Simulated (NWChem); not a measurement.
Molecule: C2H6Si; SMILES C=C[SiH3]

```xyz
9

Si    -0.0546    -1.0767     0.0005
C      0.5335     0.6997     0.0010
C     -0.2926     1.7539    -0.0010
H      0.4610    -1.8151    -1.1861
H     -1.5422    -1.0984    -0.0256
H      0.4173    -1.8025     1.2130
H      1.6079     0.8949     0.0032
H      0.0731     2.7801     0.0002
H     -1.3754     1.6394    -0.0041
```
Atoms are numbered in this order, from 1.

Results from NWChem. Geometry optimised at B3LYP/6-31G*; all other runs use it. Pople sets run with spherical d functions.

```tsv
quantity	level	value
vertical, lowest state with f > 0.02, singlet (eV)	PBE0/def2-SVPD, TDA	(withheld)
dipole in solution (D) in water	B3LYP/6-31G*, SMD	(withheld)
−ε(HOMO) (eV)	PBE/def2-SVP	6.78
isotropic polarisability (bohr³), static	PBE0/def2-SVPD	(withheld)
dipole (D)	B3LYP/6-31G*	0.80
highest harmonic frequency (cm⁻¹)	B3LYP/6-31G*	3217
```

### Question
Complete the blanks.

### Answer

- vertical, lowest state with f > 0.02, singlet (eV), value: 7.51
- dipole in solution (D) in water, value: 1.05
- isotropic polarisability (bohr³), static, value: 54.3
